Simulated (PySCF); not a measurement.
Several molecules and their computed UV-vis stick spectra, shuffled. Computed with PySCF, TDDFT PBE0/def2-SVPD, vertical, gas phase, core orbitals frozen in the response. Geometries: PBE0-D3(BJ)/def2-SVP; one conformer of each isolated species. Triplets are in the Tamm–Dancoff approximation. Relativistic effects are left out although some hold elements past zinc.

A. `[CH3][Ge]([CH3])([NH2])[NH2]`
B. `COc1ccc(C(=O)F)cc1`
C. `CCC[Si](C)(C)O[SiH3]`
D. `CC(=O)O[SiH2]n1cccc1`

Lowest singlet levels (six at most, fewer where fewer were computed) with oscillator strengths:

1. 4.97 eV (f 0.302); 4.99 eV (f 0.077); 5.36 eV (f 0.000); 5.98 eV (f 0.203); 6.60 eV (f 0.011); 6.80 eV (f 0.544); T1 3.49 eV
2. 5.16 eV (f 0.006); 5.29 eV (f 0.003); 5.79 eV (f 0.000); 5.87 eV (f 0.001); 6.02 eV (f 0.014); 6.14 eV (f 0.004); T1 4.10 eV
3. 6.98 eV (f 0.017); 7.06 eV (f 0.008); 7.42 eV (f 0.012); 7.63 eV (f 0.007); 7.85 eV (f 0.014); 7.97 eV (f 0.001); T1 6.78 eV
4. 6.13 eV (f 0.055); 6.13 eV (f 0.067); 7.14 eV (f 0.003); 7.17 eV (f 0.002); 7.49 eV (f 0.011); 7.50 eV (f 0.003); T1 5.84 eV

Question: Match each spectrum to its molecule.

Answer: 1 = B, 2 = D, 3 = C, 4 = A.
- A: S1 at 6.13 eV, HOMO-1→LUMO (49%), HOMO→LUMO (45%); Löwdin shares by element: HOMO (one of a set within 0.03 eV) nitrogen 56%, carbon 10% or more, germanium 10% (atoms not listed hold the other 24%); LUMO germanium 31%, carbon 16%, hydrogen 6% or more (atoms not listed hold the other 46%); HOMO -7.03 and LUMO 0.23 eV; point group C2.
- B: S1 at 4.97 eV, HOMO→LUMO (75%), HOMO→LUMO+1 (12%), HOMO-1→LUMO (9%); Löwdin shares by element: HOMO carbon 44% or more, oxygen 20% or more (atoms not listed hold the other 36%); LUMO carbon 43% or more, oxygen 15% or more (atoms not listed hold the other 42%); HOMO -7.17 and LUMO -1.67 eV; point group Cs, 1 of its 6 listed states under f = 0.0005.
- C: S1 at 6.98 eV, HOMO→LUMO (93%); Löwdin shares by element: HOMO carbon 34% or more, oxygen 15%, silicon 15% or more (atoms not listed hold the other 36%); LUMO silicon 35%, oxygen 8%, hydrogen 8% or more (atoms not listed hold the other 49%); HOMO -7.85 and LUMO 0.23 eV.
- D: S1 at 5.16 eV, HOMO→LUMO (100%); Löwdin shares by element: HOMO carbon 84% or more (atoms not listed hold the other 16%); LUMO carbon 46% or more, oxygen 40%; HOMO -6.28 and LUMO -0.40 eV.
